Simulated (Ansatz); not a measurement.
`N#CB(F)Cl` + CH₃SH → `CSB(F)Cl` + `C#N`  (ligand exchange at a B–C bond)

Computed with Ansatz on PBE0-D4/def2-TZVP structures; ΔE is electronic, products minus reactants. CCSD(T)/CBS is the MP2 limit (def2-TZVPP, def2-QZVPP) plus CCSD(T) − MP2 in def2-TZVPP, frozen cores. This one scheme is used for every species. One conformer a species, not always the lowest.

```tsv
species	CCSD/def2-TZVPP energy (Eh)
`N#CB(F)Cl`	-677.01653
CH₃SH	-438.14958
`CSB(F)Cl`	-1021.92116
`C#N`	-93.25983
```

Q: Work out ΔE.

A: ΔE = (-1021.92116) + (-93.25983) − (-677.01653) − (-438.14958) = -0.01488 Eh = -39.1 kJ/mol. CCSD(T)/CBS gives -44.6 kJ/mol.

Largest T1 diagnostic among the species: 0.014.

Leaving LDA and LC-ωPBE aside and taking each functional with its dispersion term where it has one, the values, not all of them listed here, spread over 7.0 kJ/mol, from r2SCAN0-D4 to B2PLYP. LDA lies −5.8 kJ/mol from PBE without D4. In def2-TZVPP, CCSD(T) changes the Hartree–Fock value by −9.1 kJ/mol (the triples alone add −2.1 kJ/mol) and MP2 by −12.2 kJ/mol.
